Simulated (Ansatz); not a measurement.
Input for Ansatz (development build ahead of 0.2.0):

```yaml
crystal:
  periodic: [false, false, false]
  atoms:
    - { symbol: Cu, position_ang: [0.0, 0.0, 0.0] }
    - { symbol: F, position_ang: [0.0, 0.0, 1.6054] }
basis:
  gaussian: { orbitals: cc-pVTZ }
hamiltonian:
  xc: hf
correlation:
  method: ccsd_t
  frozen_orbitals: { Cu: 5, F: 1 }
```

The input is written out in the form of the current development build from the run's settings.

Results

```yaml
Converged: yes
Reference_energy: -1738.42952 hartree
Correlation_energy: -1.08495 hartree
Total_energy: -1739.51448 hartree
```
